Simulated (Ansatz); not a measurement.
System: C2HO (charge 0, doublet). SMILES: C#C[O]
Structure (B3LYP-D3(BJ)/def2-TZVP (Ansatz, a first-principles code) minimum search):
```
C
O 1 1.1710
C 1 1.2878 2 170.77
H 3 1.0711 1 137.10 2 180.00
```
Charge 0, spin multiplicity 2.

Wanted: enthalpy of formation at 298 K, in kcal/mol. Set-up: UHF or UKS for open shells; non-relativistic; LANL2DZ all-electron up to Ne; 6-311+G** with 5d; dispersion terms only where a functional's name holds one; 6-31G* and kin with 6d, 5d where marked; spin-orbit terms left out. First-principles rows: single points at B3LYP-D3(BJ) geometries (Ansatz), with unscaled harmonic terms from B3LYP/6-31G* (Ansatz) at its own minima, enthalpies of formation by atomisation with measured atoms.

Measured values: Active Thermochemical Tables 1.112 (ions: stationary electron), as tabulated in the package chemicals; they hold spin-orbit and core effects, anharmonicity. 

Value to compare with, the measured value: 42.5 kcal/mol.

```json
[
 {"level": "B3LYP/STO-3G", "program": "Ansatz", "enthalpy of formation at 298 K (kcal/mol)": "34.5", "error": "-8.0"},
 {"level": "B3LYP/3-21G", "program": "Ansatz", "enthalpy of formation at 298 K (kcal/mol)": "62.0", "error": "19.5"},
 {"level": "B3LYP/LANL2DZ", "program": "Ansatz", "enthalpy of formation at 298 K (kcal/mol)": "82.9", "error": "40.4"},
 {"level": "B3LYP/6-31G", "program": "Ansatz", "enthalpy of formation at 298 K (kcal/mol)": "71.5", "error": "29.0"},
 {"level": "B3LYP/6-31G*", "program": "Ansatz", "enthalpy of formation at 298 K (kcal/mol)": "42.5", "error": "0.0"},
 {"level": "B3LYP/6-31+G*", "program": "Ansatz", "enthalpy of formation at 298 K (kcal/mol)": "47.9", "error": "5.4"},
 {"level": "B3LYP/6-31G**", "program": "Ansatz", "enthalpy of formation at 298 K (kcal/mol)": "41.4", "error": "-1.1"},
 {"level": "B3LYP/def2-SVP", "program": "Ansatz", "enthalpy of formation at 298 K (kcal/mol)": "34.8", "error": "-7.7"},
 {"level": "B3LYP/cc-pVDZ", "program": "Ansatz", "enthalpy of formation at 298 K (kcal/mol)": "46.1", "error": "3.6"},
 {"level": "B3LYP/6-311+G**", "program": "Ansatz", "enthalpy of formation at 298 K (kcal/mol)": "43.7", "error": "1.2"},
 {"level": "B3LYP/def2-TZVPD", "program": "Ansatz", "enthalpy of formation at 298 K (kcal/mol)": "39.3", "error": "-3.2"}
]
```

Among the 10 habitual levels, B3LYP/LANL2DZ lies farthest from the measured value (40.4 kcal/mol); 6 of 10 lie above it, and their mean absolute error is 11.6 kcal/mol, the median 6.6. One case shows no general order.

The sets are all those run for this method; left out are runs that failed, that the program found above a lower state of the same kind, or whose <S^2> lies over 0.5 above the pure value.
